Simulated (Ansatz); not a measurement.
A nudged elastic band was laid between two geometries of C2H7GeOP (12 atoms, charge 0, multiplicity 1).

Level of theory: RKS LDA/def2-SVP in Ansatz 0.2.0.

```
movable images  : 7
climbing image  : yes
spring          : 5.0 eV/Å²
optimiser       : quadratic models (default)
start path      : IDPP
force threshold : 0.05 eV/Å
iteration limit : 60
end points      : relaxed
```

Initial state:

```xyz
12
Properties=species:S:1:pos:R:3
C -0.074 1.613 1.760
C -0.337 0.418 1.218
Ge -0.867 0.264 -0.620
O 0.429 -0.551 -1.557
P 0.925 -2.060 -1.054
H -0.148 2.546 1.168
H 0.229 1.727 2.818
H -0.246 -0.501 1.830
H -0.957 1.666 -1.256
H -2.162 -0.567 -0.799
H 0.925 -2.742 -2.335
H 2.360 -1.869 -1.139
```

Final state:

```xyz
12
Properties=species:S:1:pos:R:3
C -0.091 2.058 1.598
C -0.122 0.733 1.418
Ge -0.712 -0.013 -0.244
O 0.673 -0.921 -0.924
P 0.461 -2.349 -1.749
H -0.386 2.759 0.792
H 0.231 2.517 2.553
H 0.185 0.054 2.236
H -1.059 1.150 -1.206
H -1.872 -1.031 -0.106
H 1.093 -1.996 -3.011
H 1.677 -3.017 -1.322
```

Q: Which bonds break or form, and what moves?

A: No bond is made or broken. The dihedral H10–Ge3–O4–P5 goes from -66 to 21°.

Q: Give the energies along the band, and the barrier.

A: The run converged. The highest image is number 5 of 0 to 8, 0.009 eV above the first end and 0.002 eV above the last; the last end lies 0.007 eV above the first. The top lies less than 8 meV above the higher end, about what the thresholds resolve: that end is a shoulder or a very shallow well. A vibrational analysis at the climbing image gives no mode beyond 40i cm⁻¹: the surface is too flat there to confirm a saddle point.

| image | path coordinate (Å) | energy (eV) | dihedral H10–Ge3–O4–P5 (°) |
| --- | --- | --- | --- |
| 0 | 0.00 | 0.000 | -66 |
| 1 | 0.34 | 0.001 | -57 |
| 2 | 0.67 | 0.004 | -47 |
| 3 | 1.01 | 0.007 | -37 |
| 4 | 1.35 | 0.009 | -25 |
| 5 | 1.69 | 0.009 | -14 |
| 6 | 2.01 | 0.009 | -2 |
| 7 | 2.33 | 0.008 | 10 |
| 8 | 2.66 | 0.007 | 21 |

Q: What is the geometry of the highest image?

A: 
```xyz
12
Properties=species:S:1:pos:R:3
C -0.068 1.984 1.616
C -0.186 0.679 1.349
Ge -0.779 0.079 -0.373
O 0.574 -0.756 -1.196
P 0.608 -2.400 -1.440
H -0.296 2.752 0.851
H 0.265 2.356 2.604
H 0.058 -0.070 2.127
H -1.097 1.317 -1.240
H -1.942 -0.942 -0.302
H 0.940 -2.418 -2.855
H 2.000 -2.637 -1.105
```

Run time: 61 s on 2 threads of Arm Neoverse V1, with other jobs on the host, peak memory 0.18 GiB.
